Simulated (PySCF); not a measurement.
C₆ coefficients of unlike pairs at MN15

Calculated with PySCF 2.14 from the dipole response of each species, C₆(A,B) = (3/π) ∫ α_A(iu) α_B(iu) du, in atomic units, from isotropic polarisabilities. For ions this is the dispersion term alone; charge-induced terms of lower order in 1/R come first.

```tsv
species	configuration	basis	relativity	α (bohr³)	C₆ (like pair)
N²⁺	[He] 2s2 2p1 (2P)	aug-cc-pCVQZ-DK (9s8p6d4f2g)	spin-free X2C	2.571	3.480
Sc	[Ar] 3d1 4s2 (2D)	def2-QZVPPD (11s6p5d3f2g)	none	116.0	1415
In	[Kr] 4d10 5s2 5p1 (2P)	def2-TZVPPD with the def2 core potential (28 electrons) (7s5p4d2f)	core potential	70.86	721.8
```

(1) Estimate C₆ for Sc with N²⁺.

No spin-orbit coupling is included.

The other pairs:

```csv
pair,C₆
"In, N²⁺",43.85
"In, Sc",992.1
```

## Answers

(1) The integral gives 54.24. The combination rule 2 C_A C_B / (C_A α_B/α_A + C_B α_A/α_B) gives 52.29 and the geometric mean 70.19.
